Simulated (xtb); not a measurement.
CHCl2, SMILES Cl[CH]Cl (connectivity only; charge and spin as stated), charge +1, multiplicity 1. All values are semi-empirical tight-binding results from xtb (GFN2-xTB unless named), good for trends rather than for accurate numbers. Coordinates come from a GFN2-xTB optimisation. The spin state was assumed, not searched. The isomer is the one that the SMILES or the coordinates give; other isomers of the formula were not compared.

Optimised geometry:

```xyz
4

Cl     0.0000    -1.4382     0.1569
C      0.0000     0.0000    -0.6052
Cl     0.0000     1.4382     0.1569
H      0.0000     0.0000    -1.7047
```
Charge +1, spin multiplicity 1.

```
Quantity                                           Value
----------------------------------------  --------------
point group as xtb finds it                          C2v
orbital gap                                      2.52 eV
zero-point energy                           9.8 kcal/mol
G − E(el) at 298.15 K (modified RRHO)      -6.4 kcal/mol
static polarisability (D4 model)              38.8 bohr³
solvation energy, GFN2-xTB/ALPB(water)    -61.2 kcal/mol
solvation energy, GFN2-xTB/ALPB(acetone)  -52.7 kcal/mol
```

Computed atomic charges and the Wiberg bond orders between heavy atoms:
charges (e) Cl1 0.31, C2 0.15, Cl3 0.31, H4 0.23. Bond orders Cl1–C2 1.48, C2–Cl3 1.48.
